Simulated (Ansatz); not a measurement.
Ansatz (a program for electronic structure) input (B3LYP/6-31G**): The .json file is the Basis Set Exchange's 6-31G**.

Ansatz 0.2 input:
```yaml
crystal:
  periodic: [false, false, false]
  atoms:
    - {symbol: O, position_ang: [-0.09193900, -0.02710800, -0.06464300]}
    - {symbol: H, position_ang: [-0.07509200, -0.02177000, 0.94300700]}
    - {symbol: H, position_ang: [0.81060100, 0.23863200, -0.42585900]}
basis:
  gaussian:
    orbitals: 6-31G__.json
hamiltonian:
  xc: {name: B3LYP}
total_charge: 1
magnetization: {spin_polarized: true, initial_magnetization: 1}
output: {forces: true}
```

Output:

```
Functional definition: B3LYP
integrals: 0.00 GiB planned
233 factors; integrals over basis functions are off by at most 4.2e-4 eV
mean field: 0.06 GiB planned
mean field evaluation 1: about -2060.5273 eV, gradient 4.4e1 eV
mean field evaluation 2: about -2058.3621 eV, gradient 5.0e1 eV
mean field evaluation 4: about -2067.2222 eV, gradient 1.4e-1 eV
mean field evaluation 8: about -2067.2213 eV, gradient 7.5e-4 eV
mean field -2067.22126635 eV, -75.9689803255 hartree, gradient 7.4e-6 eV, S^2 0.752528; 0 other end points of the search recorded, 0 dependent functions left out
the calculation of the forces begins
reference -2067.22135308 eV, -75.9689835126 hartree; 5, 4 occupied and 20, 21 virtual orbitals, 233 factors
Total energy: -2067.22135308 eV, -75.9689835126 hartree
Atom 0 at    -0.091939    -0.027108    -0.064643 Å, force    -0.015590    -0.004597    -0.010962 eV/Å
Atom 1 at    -0.075092    -0.021770     0.943007 Å, force    -0.014408    -0.004230     0.039797 eV/Å
Atom 2 at     0.810601     0.238632    -0.425859 Å, force     0.029998     0.008826    -0.028835 eV/Å
Dipole moment:     0.377213     0.111220     0.265224 e Å
```

The dipole moment of an ion depends on the origin.

The geometry given is a B3LYP-D3(BJ)/def2-TZVP minimum.
